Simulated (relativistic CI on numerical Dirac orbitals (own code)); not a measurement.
**Radial parameters of Au XXXII**

Method of calculation: Dirac-Coulomb-Breit CI, separate exchange-only KLI orbitals for each configuration, QED by a radiative potential, unscaled Slater integrals (own radial code, finite nucleus).

Slater integrals F^k, G^k are unscaled and averaged over j, outside the closed core [Ar] 3d10; ζ comes from projecting the Hamiltonian with its Breit term on Σ l·s of the shell.

- 4s2.4p6.4d10.4f2: F^2(4f,4f) = 268780, F^4(4f,4f) = 175460, F^6(4f,4f) = 128400, ζ(4f) = 12845 cm⁻¹; <r>(4f) = 0.3914, <r^2>(4f) = 0.1751 (bohr units).
- 4s2.4p6.4d9.4f3: ζ(4d) = 72491, F^2(4f,4f) = 268330, F^4(4f,4f) = 175150, F^6(4f,4f) = 128170, F^2(4d,4f) = 244880, F^4(4d,4f) = 159490, G^1(4d,4f) = 258460, G^3(4d,4f) = 176040, G^5(4d,4f) = 128680, ζ(4f) = 12729 cm⁻¹; <r>(4d) = 0.4104, <r^2>(4d) = 0.1927, <r>(4f) = 0.392, <r^2>(4f) = 0.1756 (bohr units).
- 4s2.4p6.4d10.4f.5s: ζ(4f) = 13138, G^3(4f,5s) = 35794 cm⁻¹; <r>(4f) = 0.3882, <r^2>(4f) = 0.1722, <r>(5s) = 0.7041, <r^2>(5s) = 0.5528 (bohr units).

Averages of the first 10 configurations, taken without configuration mixing, which lowers the lowest level and can move excited configurations by several eV; other configurations of the list can lie among them:

```csv
Configuration,Parity,States,Average energy above the lowest level (eV)
4s2.4p6.4d10.4f2,even,91,9.6
4s2.4p6.4d9.4f3,odd,3640,253.9
4s2.4p6.4d10.4f.5s,odd,28,202.9
4s2.4p6.4d10.4f.5p,even,84,281.3
4s2.4p6.4d10.5s2,even,1,408.5
4s2.4p5.4d10.4f3,even,2184,506.0
4s2.4p6.4d10.5s.5p,odd,12,483.6
4s2.4p6.4d10.4f.5d,odd,140,381.8
4s2.4p6.4d10.5p2,even,15,565.1
4s.4p6.4d10.4f3,odd,728,703.5
```
